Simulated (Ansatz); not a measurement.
Ideal-gas functions of `[SiH3][SiH2]I` at 500 K and 1 bar, from an Ansatz frequency run at PBE0-D4/def2-TZVP.

Molar mass 188.12 g/mol, point group Cs (symmetry number 1), electronic degeneracy 1, moments of inertia 59.044, 431.894, 479.101 u Å². Harmonic wavenumbers (cm⁻¹, unscaled): 88, 108, 337, 346, 443, 508, 554, 674, 751, 867, 926, 933, 938, 2215, 2226, 2234, 2234, 2245.

Use S(trans) = R[1.5 ln M + 2.5 ln T − 1.1517]; rotational temperatures θ = 24.2544 K / I; S(rot) = R[ln(√π/σ · √(T³/θAθBθC)) + 1.5]; for each mode x = 1.438777 ν̃/T, S = R[x/(eˣ − 1) − ln(1 − e⁻ˣ)] and H = RT x/(eˣ − 1); 1 cm⁻¹ = 0.0119627 kJ/mol; R = 8.31446 J/(mol·K).

Question: By hand: the entropy, in J/(mol·K).

Answer: Translation 184.9. Rotation: θ = 0.4108, 0.0562, 0.0506 K, giving 122.8. Vibration, mode by mode: 19.76, 18.06, 8.89, 8.69, 6.84, 5.86, 5.27, 4.00, 3.36, 2.58, 2.26, 2.22, 2.20, 0.10, 0.10, 0.10, 0.10, 0.10, in all 90.5. Electronic 0.0. Sum 398.2 J/(mol·K).

Question: By hand: H − E and G − E in kJ/mol, counted from the electronic energy.

Answer: Zero-point energy ½ × 18627 × 0.0119627 = 111.4; thermal vibration 23.8; translation, rotation and pV give 4 RT = 16.6. H − E = 151.8 kJ/mol, and G − E = 151.8 − 500 × 398.2/1000 = -47.3 kJ/mol.

Vibration gives 23 % of the entropy, 37.8 J/(mol·K) of it from the modes under 150 cm⁻¹: soft modes count most, and the harmonic formula is weakest for them.
